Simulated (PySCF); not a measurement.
Ta(NH)(OH)2(NH2) (H₅N₂O₂Ta), SMILES [Ta](=[NH])([OH])([OH])[NH2], multiplicity 1.

Coordinates come from a PBE0-D3(BJ)/def2-SVP optimisation. The multiplicity is an assumed one; no other spin state was optimised. The structure was generated by enumeration; whether it is a known compound was not checked. The def2 effective core potentials stand for the cores of Ta; spin–orbit coupling is left out. Other conformers were not sampled.

Two levels are set side by side: TDA-PBE/def2-SVPD (PySCF) and TDA-PBE0/def2-SVPD (PySCF). Vertical, same geometry. The lowest singlet is HOMO→LUMO 95 % with PBE and HOMO−1→LUMO+1 93 % with the other functional; states are paired by order. Differences are taken from unrounded values.

| quantity | TDA-PBE |
|---|---|
| lowest singlet excitation (eV) | 5.31 |
| lowest triplet excitation (TDA) (eV) | 4.95 |

Q: These are the TDA-PBE values. What does TDA-PBE0 give? (An estimate is asked for; the answer gives what the named calculation found.)

A: 
| quantity | TDA-PBE0 | TDA-PBE minus TDA-PBE0 |
|---|---|---|
| lowest singlet excitation (eV) | 5.72 | -0.42 |
| lowest triplet excitation (TDA) (eV) | 5.04 | -0.08 |

Functionals without exact exchange tend to place singlet excitations lower, as here. Differences between two approximate levels are no errors against the true value.

Rough cost on one machine, each run with all the roots and properties that it gave: TDA-PBE0 against TDA-PBE about 2 times.
